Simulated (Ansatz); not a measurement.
`[F][Zn][C]1=CC1`, charge 0, multiplicity 1.

Question: Give a relaxed structure at PBE0-D4/def2-TZVP (Ansatz 0.2.0). (Estimate.)

Answer: Ansatz gave: 
```xyz
8

F     0.6739    0.4706    3.7427
Zn    0.2953    0.3076    2.0457
C    -0.0922    0.1209    0.2298
C    -0.8370    0.3749   -0.8022
C     0.3183   -0.4948   -1.1071
H    -1.7055    0.8712   -1.2031
H     1.1796   -0.0885   -1.6367
H     0.1676   -1.5619   -1.2690
```
Point group Cs.
